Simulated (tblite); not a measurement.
Species: C7H11Cl.
Numbering: `[CH2:1]=[CH:2][CH2:3]/[C:4](=[CH:5]\[Cl:6])[CH2:7][CH3:8]` (hydrogens: H9, H10 on C1; H11 on C2; H12, H13 on C3; H14 on C5; H15, H16 on C7; H17, H18, H19 on C8)

Computed with GFN2-xTB (tblite), gas phase: nudged elastic band of 9 images (0 to 8), spring 0.2 eV/Å², climbing image at the end, force threshold 0.05 eV/Å. The top image wasn't refined or checked by frequencies; at this threshold it can lie a kcal/mol or more above the true saddle point of the method.

The band describes a rotation about C4–C7 (fully substituted alkene carbon, allylic carbon), followed by the dihedral C3–C4–C7–C8, from the optimised start (-82°) to a second optimised geometry at 68°.

Task: Give the energy profile along the converged band.

Result: 
| image | dihedral (°) | E (kJ/mol) | C4–C7 (Å) | C3···C8 (Å) | largest true force (eV/Å) |
| --- | --- | --- | --- | --- | --- |
| 0 | -82 | 0.00 | 1.504 | 3.28 | 0.01 |
| 1 | -65 | 1.66 | 1.505 | 3.14 | 0.03 |
| 2 | -48 | 4.47 | 1.507 | 3.04 | 0.03 |
| 3 | -29 | 8.41 | 1.511 | 2.96 | 0.04 |
| 4 | -8 | 12.28 | 1.515 | 2.93 | 0.05 |
| 5 | 13 | 13.12 | 1.515 | 2.95 | 0.04 |
| 6 | 34 | 9.50 | 1.510 | 2.99 | 0.05 |
| 7 | 55 | 5.55 | 1.506 | 3.09 | 0.05 |
| 8 | 68 | 0.44 | 1.503 | 3.16 | 0.01 |

Barriers of this band. The top is image 5 at 13°: 13.12 kJ/mol forward and 12.68 kJ/mol back; the end lies 0.44 kJ/mol above the start. The central bond is 0.011 Å longer at the top than at the start.

Other torsions move too; by image: C2–C3–C4–C5 (103, 104, 104, 104, 103, 102, 101, 101, 80°).

Task: What rate follows at 250 K for crossing this barrier forward?

Result: Taking the electronic barrier for the free energy of activation (no zero-point or entropy terms, transmission 1), rate = (kT/h)·exp(−ΔE/kT) ≈ 9 × 10^9 s⁻¹, whose inverse is 1 × 10^-10 s. An error of 1 kcal/mol in the barrier changes this by a factor of 7, and the method and the loose band can each miss by that much or more.

What follows is the cost of the whole band run. Hardware: an AMD EPYC 9R45 with one thread, no GPU, shared host with 96 logical CPUs at a one-minute load of 57. Cost: 3.4 s of wall time, 0.19 GiB resident at most.
